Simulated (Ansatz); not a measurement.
Mulliken charges of Ga$_{2}$H$_{6}$OSi (`[OH][Ga]([SiH3])[GaH2]`) from PBE/def2-TZVPP in Ansatz (PBE0-D4/def2-TZVP geometry).

```csv
atom,x (Å),y (Å),z (Å),charge (e)
O1,-1.526,1.644,0.076,-0.365
Ga2,-0.462,0.188,0.048,0.320
Si3,1.901,0.623,-0.317,-0.026
Ga4,-1.764,-1.881,0.403,0.099
H5,-1.061,2.473,-0.056,0.174
H6,2.710,0.116,0.828,-0.037
H7,2.379,-0.080,-1.542,-0.037
H8,2.196,2.076,-0.479,-0.041
H9,-1.991,-2.476,1.844,-0.044
H10,-2.382,-2.685,-0.804,-0.044
```

**Question.** By hand: the dipole of these point charges (1 e Å = 4.8032 D).

**Answer.** Σ q r = (-0.085, -0.171, 0.026) e Å, of length 0.193 e Å = 0.93 D.

**Question.** How does the dipole of the full density compare? (Estimate.)

**Answer.** Ansatz gave: (0.178, 0.031, -0.027) e Å, 0.88 D; the point charges give 1.06 times that, at 127° from its direction, so they point the opposite way.

Point charges leave out the atoms' own dipoles, such as those of lone pairs, and Mulliken's split depends on the basis, so the two needn't agree.
